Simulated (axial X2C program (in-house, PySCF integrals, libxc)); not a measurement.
# Photoelectron levels of CdS by EOM-IP-CCSD

Computed with an axial X2C code built on PySCF integrals: two-component X2C with atomic mean-field Coulomb and Gaunt terms, Gaussian nuclei, basis Cd dyall-cv3z, S dyall-av3z with contracted cores.

R = 2.154 Å (0.960 times 2.244 Å, the PBE0 minimum at charge 0 for the lowest determinant).

Vertical ionisation energies of CdS to the states of CdS⁺:

```csv
Ω of CdS⁺,vertical IE (eV),above lowest (cm⁻¹),ionised spinor,one-hole weight
3/2,8.217,0,"85% S pπ, 9% Cd pπ",0.93
1/2,8.284,535,"85% S pπ, 9% Cd pπ",0.93
1/2,10.505,18454,"61% S pσ, 30% Cd sσ",0.94
```

Take the first Ω = 1/2 and Ω = 3/2 rows of π character: how far apart are they, and which lies lower?

E(3/2) − E(1/2) = 0 − 535 = -535 cm⁻¹ at EOM-IP-CCSD: inverted, Ω = 3/2 lower. Splittings at this level can be off by ten to twenty per cent.

This point took 25 s on 1 thread of Intel(R) Xeon(R) Platinum 8488C (Sapphire Rapids) (shared host).

Reference electrons by ω block (each with its −ω partner): 1/2: 21, 3/2: 9, 5/2: 2. 18 electrons of CdS correlated (inner shells frozen), 84 natural virtual spinors (a truncated set); levels can be off by some tenths of an eV. Roots sought by Ω: (1/2: 4, 3/2: 3, 5/2: 1); the list ends where they run out and leaves out roots under 60 % one-particle weight. The solver can skip a root, and states that need a further excitation, which the method places far too high, are missing though they may lie low or lowest. T1 of the reference 0.022 (Lee–Taylor). Number of frozen shells: Cd 4 s, 3 p, 1 d; S 2 s, 1 p.
